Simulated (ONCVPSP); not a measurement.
# Ne ONCV: all-electron and pseudo phase curves

- Element: Ne
- Generator: ONCVPSP 4.0.1
- Type: optimised norm-conserving Vanderbilt (ONCV)
- Functional: PBE
- Relativity: scalar-relativistic
- Frozen core: [He]
- Valence charge: 8
- Reference configuration: 2s2 2p4 (charge +2)
- Partial waves: 2s: rc 0.60 bohr, ncon 4, nbas 9, qcut 10.6 1/bohr, 1 projector; 2p: rc 1.10 bohr, ncon 5, nbas 10, qcut 15.4 1/bohr, 2 projectors, debl 2.3 Ha; d scattering state at 0.38 Ha: rc 1.00 bohr, ncon 4, nbas 8, qcut 8.7 1/bohr, 2 projectors, debl 1.8 Ha
- Local potential: polynomial inside 0.55 bohr (lpopt 1, dvloc0 4 Ha)
- Core correction: Teter function, fcfact 1.5, rcfact 1.75

The phase is arctan(r·R′/R) of the radial function R(r), unwrapped; energies in Ha, scanned from -4 to 5 Ha. A pole is an energy at which the radial function vanishes at the test radius. The pseudo phase is shifted by a multiple of π to meet the all-electron one at the reference energy, and phase errors are pseudo minus all-electron; the curves can meet again beyond the range given. Levels narrower than the energy grid can be missing from the lists of poles.

```
channel  radius (bohr)  reference energy (Ha)  poles, all-electron  poles, pseudo  unbroken range about the reference energy with phases within 0.05 rad  phase error 1 Ha above the reference energy (rad)
      s           0.61                  -2.87                 none           none                                                        the whole range                                             -0.001
      p           1.12                  -2.01                -0.72          -0.72                                                        the whole range                                             -0.000
      d           1.01                   0.38                 none           none                                                        the whole range                                             +0.000
```

Phases in the s channel:

| E (Ha) | all-electron | pseudo |
| --- | --- | --- |
| -3.98 | -0.461 | -0.462 |
| -3.50 | -0.556 | -0.556 |
| -3.02 | -0.643 | -0.643 |
| -2.54 | -0.724 | -0.724 |
| -2.06 | -0.798 | -0.798 |
| -1.58 | -0.864 | -0.865 |
| -1.10 | -0.924 | -0.926 |
| -0.62 | -0.979 | -0.981 |
| -0.14 | -1.028 | -1.031 |
| 0.34 | -1.072 | -1.077 |
| 0.82 | -1.112 | -1.118 |
| 1.30 | -1.149 | -1.156 |
| 1.78 | -1.182 | -1.190 |
| 2.26 | -1.212 | -1.222 |
| 2.74 | -1.240 | -1.251 |
| 3.22 | -1.266 | -1.278 |
| 3.70 | -1.289 | -1.304 |
| 4.18 | -1.311 | -1.327 |
| 4.66 | -1.331 | -1.349 |
